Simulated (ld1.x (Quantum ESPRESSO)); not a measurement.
# oxygen (O): one change to a TM potential, before and after

oxygen, norm-conserving Troullier–Martins (Kleinman–Bylander form), made with ld1.x (Quantum ESPRESSO) 7.5 (PBE, non-relativistic). Core [He], reference 2s2 2p3.75 (charge +0.25). Waves: 2s (bound): rc 0.75 bohr; 2p (bound): rc 1.45 bohr; 3d channel at 0.35 Ry: rc 1.30 bohr. Local part: the d channel. Core correction: Bessel-smoothed model core inside 0.60 bohr.

Change: all radii but the core radius scaled by about 0.81 (s 0.60, p 1.18, d 1.06 bohr).

Cutoffs: the cutoffs (Ry, on a coarse ladder) from which the occupation-weighted sum of valence levels, in a spherical-Bessel basis at the reference potential, stays within 10 and 1 mRy of its value at 400 Ry; they do not see the model core or the augmentation charge, which bear on the density cutoff. Errors are all-electron minus pseudo energies relative to the spin-unpolarised reference configuration.

**Question.** Predict the effect on cutoff, ghosts and configuration errors.

**Answer.** Of the 7 tests that both files solve, the error grows in 1 and shrinks in 4 by more than 15 % and 0.3 meV (median size 22.0 → 4.7 meV); neither file shows a bound ghost.

```tsv
quantity	base	changed
cutoff, loose	80 Ry	200 Ry
cutoff, tight	200 Ry	over 300 Ry
loose cutoff by channel (10 mRy a level)	s 70 Ry, p 55 Ry	s 160 Ry, p 70 Ry
bound ghosts	none	none
error for 2s2 2p4, meV [ΔE -2.69 eV]	+0.3	+0.2
error for 2s2 2p3, meV [ΔE 13.75 eV]	+10	+4.7
error for 2s2 2p2, meV [ΔE 47.34 eV]	+133	+64
error for 2s2 2p0, meV [ΔE 178.11 eV]	+2037	+1113
error for 2s1 2p4, meV [ΔE 28.92 eV]	-22	+2.0
error for 2s2 2p3.5, meV [ΔE 3.60 eV]	+0.6	+0.3
error for 2s0 2p6, meV [ΔE 27.14 eV]	+57	+69
```
